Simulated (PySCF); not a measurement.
WOSFCl, SMILES [O]=[W]([F])([Cl])=[S], multiplicity 1. Atoms are numbered in the order given.

```xyz
5

W      0.0132    -0.1334    -0.1533
O      1.2236    -0.0299    -1.3589
S      1.0354    -0.4690     1.7030
F     -1.0895    -1.6014    -0.5091
Cl    -1.0311     1.8839    -0.0267
```
Charge 0, spin multiplicity 1.

Coordinates come from a PBE-D3(BJ)/def2-SVP optimisation. The spin state was assumed, not searched. The structure was generated by enumeration; whether it is a known compound was not checked. The def2 effective core potentials stand for the cores of W; spin–orbit coupling is left out.

Method: PySCF with PBE-D3(BJ)/def2-SVP.

Frequencies are harmonic and unscaled.

```csv
mode,ν (cm⁻¹),IR (km/mol),moving atoms (share of kinetic energy)
1,133,1.1,"Cl 38 %, F 28 %, S 20 %, W 12 %"
2,149,1.1,"Cl 31 %, S 24 %, F 21 %, W 17 %"
3,184,0.9,"F 57 %, S 26 %, W 11 %"
4,231,3.0,"O 64 %, F 24 %"
5,274,1.5,"O 71 %, S 18 %"
6,409,40.5,"Cl 78 %, W 19 %"
7,539,33.8,"S 83 %, W 17 %"
8,689,82.6,"F 89 %, W 11 %"
9,990,102.0,"O 92 %, W 8 %"
```
